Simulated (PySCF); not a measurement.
Si(Cl)(Br)(Me)(OH) (CH4BrClOSi), SMILES O[Si](C)(Br)Cl.

The structure is a stationary point at PBE-D3(BJ)/def2-SVP. The structure was generated by enumeration, and PubChem lists no compound with its InChIKey, so it may never have been made. The values are those of a single conformer.

Method: PySCF with PBE-D3(BJ)/def2-SVP.

Frequencies are harmonic and unscaled.

Computed normal modes with their intensities:
```
mode  ν (cm⁻¹)  IR (km/mol)  Raman (Å⁴/amu)  depolarisation     moving atoms (share of kinetic energy)
----  --------  -----------  --------------  --------------  -----------------------------------------
1          132          5.2             1.0            0.75                              H 77 %, C 9 %
2          138          1.5             2.9            0.72            Cl 46 %, Br 21 %, C 11 %, O 8 %
3          145          3.0             1.7            0.74             H 55 %, C 19 %, O 12 %, Cl 8 %
4          206          3.9             3.2            0.47            H 29 %, Br 20 %, C 19 %, O 17 %
5          214          4.6             2.2            0.75   H 27 %, O 18 %, Si 17 %, C 16 %, Cl 15 %
6          255         20.8             3.6            0.54    O 35 %, H 22 %, Si 16 %, Cl 13 %, C 9 %
7          293         81.1             0.8            0.68                             H 50 %, O 38 %
8          395         55.8             8.5            0.04  Si 42 %, Br 17 %, Cl 12 %, C 10 %, O 10 %
9          527        143.2             4.5            0.24                           Si 53 %, Cl 33 %
10         718         50.9             7.5            0.18                    C 39 %, Si 32 %, H 27 %
11         749         32.5             0.6            0.10                     H 66 %, O 19 %, C 14 %
12         781         96.7             0.7            0.75                     H 70 %, C 20 %, Si 9 %
13         834        269.9             2.7            0.22                    H 64 %, O 15 %, Si 13 %
14         915         54.6             3.2            0.45                    Si 41 %, O 35 %, H 23 %
15        1222         26.2             0.6            0.24                             H 77 %, C 23 %
16        1372          5.4            11.5            0.75                                     H 96 %
17        1374          2.9            10.3            0.75                                     H 96 %
18        2988          0.1           140.8            0.01                                     H 97 %
19        3094          0.1            96.4            0.75                              H 91 %, C 9 %
20        3102          0.1            67.1            0.74                              H 91 %, C 9 %
21        3758         97.2           102.8            0.29                                     H 94 %
```
